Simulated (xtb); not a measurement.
xtb input (GFN2-xTB):

```bash
xtb mol.xyz --gfn 2 --sp --chrg 0 --uhf 0
```
mol.xyz:
```
7

Si    -0.68219595     0.12772594     0.17746297
Br     0.08464073    -0.41692998    -1.84385773
Br     1.01305986     0.20498468     1.58806420
O     -1.45885891     1.55386974     0.07543954
O     -1.70480218    -0.99270514     0.74724670
H     -1.03188467     2.28223037    -0.38430929
H     -2.52760401    -1.14162478     0.27111160
```

Output:

```
           -------------------------------------------------
          |                Calculation Setup                |
           -------------------------------------------------

           -------------------------------------------------
          |                 G F N 2 - x T B                 |
           -------------------------------------------------

        Reference                      10.1021/acs.jctc.8b01176
      * Hamiltonian:
        H0-scaling (s, p, d)           1.850000    2.230000    2.230000
        zeta-weighting                 0.500000
      * Dispersion:
        s8                             2.700000
        a1                             0.520000
        a2                             5.000000
        s9                             5.000000
      * Repulsion:
        kExp                           1.500000    1.000000
        rExp                           1.000000
      * Coulomb:
        alpha                          2.000000
        third order                    shell-resolved
        anisotropic                    true
        a3                             3.000000
        a5                             4.000000
        cn-shift                       1.200000
        cn-exp                         4.000000
        max-rad                        5.000000

          ...................................................
          :                      SETUP                      :
          :.................................................:
          :  # basis functions                  40          :
          :  # atomic orbitals                  37          :
          :  # shells                           15          :
          :  # electrons                        32          :
          :  max. iterations                   250          :
          :  Hamiltonian                  GFN2-xTB          :
          :  restarted?                      false          :
          :  GBSA solvation                  false          :
          :  PC potential                    false          :
          :  electronic temp.          300.0000000     K    :
          :  accuracy                    1.0000000          :
          :  -> integral cutoff          0.2500000E+02      :
          :  -> integral neglect         0.1000000E-07      :
          :  -> SCF convergence          0.1000000E-05 Eh   :
          :  -> wf. convergence          0.1000000E-03 e    :
          :  Broyden damping             0.4000000          :
          :  net charge                          0          :
          :  unpaired electrons                  0          :
          ...................................................

 iter      E             dE          RMSdq      gap      omega  full diag
   1    -19.1783225 -0.191783E+02  0.867E+00    7.78       0.0  T
   2    -19.2597689 -0.814464E-01  0.520E+00    6.40       1.0  T
   3    -19.2798895 -0.201205E-01  0.284E+00    7.01       1.0  T
   4    -19.2827642 -0.287476E-02  0.263E+00    6.21       1.0  T
   5    -19.3033778 -0.206136E-01  0.899E-01    6.66       1.0  T
   6    -19.3038948 -0.516984E-03  0.593E-01    6.65       1.0  T
   7    -19.3048807 -0.985901E-03  0.238E-01    6.61       1.0  T
   8    -19.3049613 -0.805441E-04  0.182E-01    6.53       1.0  T
   9    -19.3051212 -0.159913E-03  0.354E-02    6.57       1.1  T
  10    -19.3051117  0.949784E-05  0.554E-02    6.57       1.0  T
  11    -19.3051267 -0.149843E-04  0.781E-03    6.56       4.8  T
  12    -19.3051269 -0.273583E-06  0.526E-03    6.56       7.2  T
  13    -19.3051270 -0.571231E-07  0.292E-03    6.56      13.0  T
  14    -19.3051270  0.145484E-07  0.316E-03    6.56      12.0  T
  15    -19.3051270 -0.192197E-07  0.190E-03    6.56      19.9  T
  16    -19.3051270 -0.180736E-07  0.386E-04    6.56      97.9  T
  17    -19.3051270 -0.488075E-09  0.143E-04    6.56     264.4  T

   *** convergence criteria satisfied after 17 iterations ***

         #    Occupation            Energy/Eh            Energy/eV
      -------------------------------------------------------------
         1        2.0000           -0.8843200             -24.0636
       ...           ...                  ...                  ...
        10        2.0000           -0.5284094             -14.3788
        11        2.0000           -0.5018706             -13.6566
        12        2.0000           -0.4669072             -12.7052
        13        2.0000           -0.4456024             -12.1255
        14        2.0000           -0.4427988             -12.0492
        15        2.0000           -0.4396639             -11.9639
        16        2.0000           -0.4366862             -11.8828 (HOMO)
        17                         -0.1955362              -5.3208 (LUMO)
        18                         -0.1655235              -4.5041
        19                         -0.1598024              -4.3484
        20                         -0.1284345              -3.4949
        21                         -0.0113002              -0.3075
       ...                                ...                  ...
        37                          1.0919203              29.7127
      -------------------------------------------------------------
                  HL-Gap            0.2411501 Eh            6.5620 eV
             Fermi-level           -0.3161112 Eh           -8.6018 eV

 SCC (total)                   0 d,  0 h,  0 min,  0.007 sec
 SCC setup                      ...        0 min,  0.000 sec (  1.058%)
 Dispersion                     ...        0 min,  0.000 sec (  0.342%)
 classical contributions        ...        0 min,  0.000 sec (  0.233%)
 integral evaluation            ...        0 min,  0.001 sec ( 14.059%)
 iterations                     ...        0 min,  0.004 sec ( 62.108%)
 molecular gradient             ...        0 min,  0.001 sec ( 21.240%)
 printout                       ...        0 min,  0.000 sec (  0.771%)

         :::::::::::::::::::::::::::::::::::::::::::::::::::::
         ::                     SUMMARY                     ::
         :::::::::::::::::::::::::::::::::::::::::::::::::::::
         :: total energy             -19.229978511581 Eh    ::
         :: gradient norm              0.024667765042 Eh/a0 ::
         :: HOMO-LUMO gap              6.562026990058 eV    ::
         ::.................................................::
         :: SCC energy               -19.305122588356 Eh    ::
         :: -> isotropic ES            0.073933583398 Eh    ::
         :: -> anisotropic ES         -0.000493483175 Eh    ::
         :: -> anisotropic XC         -0.021410407129 Eh    ::
         :: -> dispersion             -0.006180192605 Eh    ::
         :: repulsion energy           0.075144076775 Eh    ::
         :: add. restraining           0.000000000000 Eh    ::
         :: total charge               0.000000000000 e     ::
         :::::::::::::::::::::::::::::::::::::::::::::::::::::

           -------------------------------------------------
          |                Property Printout                |
           -------------------------------------------------

    * Orbital Energies and Occupations

         #    Occupation            Energy/Eh            Energy/eV
      -------------------------------------------------------------
         1        2.0000           -0.8843200             -24.0636
       ...           ...                  ...                  ...
         4        2.0000           -0.7330944             -19.9485
         5        2.0000           -0.6723272             -18.2950
         6        2.0000           -0.6223295             -16.9344
         7        2.0000           -0.5847185             -15.9110
         8        2.0000           -0.5512351             -14.9999
         9        2.0000           -0.5337562             -14.5242
        10        2.0000           -0.5284094             -14.3788
        11        2.0000           -0.5018706             -13.6566
        12        2.0000           -0.4669072             -12.7052
        13        2.0000           -0.4456024             -12.1255
        14        2.0000           -0.4427988             -12.0492
        15        2.0000           -0.4396639             -11.9639
        16        2.0000           -0.4366862             -11.8828 (HOMO)
        17                         -0.1955362              -5.3208 (LUMO)
        18                         -0.1655235              -4.5041
        19                         -0.1598024              -4.3484
        20                         -0.1284345              -3.4949
        21                         -0.0113002              -0.3075
        22                         -0.0029717              -0.0809
        23                          0.0040270               0.1096
        24                          0.0210726               0.5734
        25                          0.0220402               0.5997
        26                          0.0225489               0.6136
        27                          0.0233156               0.6344
       ...                                ...                  ...
        37                          1.0919203              29.7127
      -------------------------------------------------------------
                  HL-Gap            0.2411501 Eh            6.5620 eV
             Fermi-level           -0.3161112 Eh           -8.6018 eV

     #   Z          covCN         q      C6AA      α(0)
     1  14 Si       3.206     0.649   133.321    24.226
     2  35 Br       0.851    -0.211   190.722    22.266
     3  35 Br       0.852    -0.165   189.407    22.189
     4   8 O        1.575    -0.463    22.157     6.352
     5   8 O        1.576    -0.452    21.929     6.319
     6   1 H        0.810     0.322     0.658     1.273
     7   1 H        0.811     0.320     0.663     1.278

 Mol. C6AA /au·bohr⁶  :       2464.740121
 Mol. C8AA /au·bohr⁸  :     130691.879534
 Mol. α(0) /au        :         83.903579

Wiberg/Mayer (AO) data.
largest (>0.10) Wiberg bond orders for each atom

 ---------------------------------------------------------------------------
     #   Z sym  total        # sym  WBO       # sym  WBO       # sym  WBO
 ---------------------------------------------------------------------------
     1  14 Si   4.406 --     5 O    1.183     4 O    1.173     3 Br   1.049
                             2 Br   0.982
     2  35 Br   1.157 --     1 Si   0.982
     3  35 Br   1.219 --     1 Si   1.049
     4   8 O    2.200 --     1 Si   1.173     6 H    0.880
     5   8 O    2.204 --     1 Si   1.183     7 H    0.878
     6   1 H    0.896 --     4 O    0.880
     7   1 H    0.898 --     5 O    0.878
 ---------------------------------------------------------------------------

Topologies differ in total number of bonds
Writing topology from bond orders to xtbtopo.mol

molecular dipole:
                 x           y           z       tot (Debye)
 q only:       -0.612       0.446      -0.315
   full:       -1.889       0.595      -0.153       5.050
molecular quadrupole (traceless):
                xx          xy          yy          xz          yz          zz
 q only:        2.216       1.962       3.705       1.197      -1.619      -5.921
  q+dip:        4.519       1.937      10.112      -1.937      -4.462     -14.631
   full:        4.502       2.271       9.878      -1.759      -4.376     -14.380

           -------------------------------------------------
          | TOTAL ENERGY              -19.229978511581 Eh   |
          | GRADIENT NORM               0.024667765042 Eh/α |
          | HOMO-LUMO GAP               6.562026990058 eV   |
           -------------------------------------------------

------------------------------------------------------------------------
------------------------------------------------------------------------
Note: The following floating-point exceptions are signalling: IEEE_DENORMAL
normal termination of xtb
 total:
 SCF:
```
